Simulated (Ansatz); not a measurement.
`[NH2][Al]([F])[SiH3]` + H₂O → `[NH2][Al]([OH])[SiH3]` + H–F at 298.15 K and 1 bar (formal hydrolysis of the Al–F bond).

Isolated molecules relaxed with PBE0-D4/def2-TZVP in Ansatz; ΔE leaves out vibrations. CCSD(T)/CBS adds triple-zeta CCSD(T) − MP2 to the extrapolated MP2 energy (def2 sets, frozen cores). This one scheme is used for every species. Each species was taken in one conformer, which may not be the lowest.

```csv
species,CCSD(T)/CBS energy (Eh),H − E (kJ/mol),S (J/(mol·K))
`[NH2][Al]([F])[SiH3]`,-688.71365,160.8,353.5
H₂O,-76.37941,66.4,188.7
`[NH2][Al]([OH])[SiH3]`,-664.67699,191.3,366.5
H–F,-100.39570,33.5,173.6
```

H − E and S are ideal-gas, rigid-rotor, harmonic terms from PBE0-D4/def2-TZVP, for one conformer and one mirror image of each species. 1 Eh = 2625.50 kJ/mol, R = 8.31446 J/(mol·K).

Question: By hand: ΔE, ΔH, ΔS and ΔG.

Answer: ΔE = (-664.67699) + (-100.39570) − (-688.71365) − (-76.37941) = 0.02037 Eh = 53.5 kJ/mol. Δ(H − E) = 191.3 + 33.5 − 160.8 − 66.4 = -2.4, so ΔH = 51.1 kJ/mol. ΔS = 366.5 + 173.6 − 353.5 − 188.7 = -2.1 J/(mol·K). ΔG = 51.1 − 298.15 × (-2.1)/1000 = 51.7 kJ/mol.

Question: By hand: the equilibrium constant, and the temperature at which ΔG would vanish if ΔH and ΔS stayed fixed.

Answer: log₁₀ K = −ΔG/(RT ln 10) = -9.1. ΔH and −TΔS have one sign here, so there is no such temperature.

The number of gas molecules stays the same, so ΔS is small and ΔH decides. A doubt of 5 kJ/mol in ΔE shifts log₁₀ K by 0.9 here. Other conformers and mirror images would add mixing entropy, several J/(mol·K) or more a flexible species. Modes under 60 cm⁻¹, often nearly free rotors, make the harmonic entropy too high. These are equilibria of isolated gas molecules and say nothing of rates. Largest T1 diagnostic: 0.013 (customary marks: 0.02 for closed shells, 0.045 for open ones).

ΔS is within the doubt of such terms, so its sign, and with it that verdict, could turn.
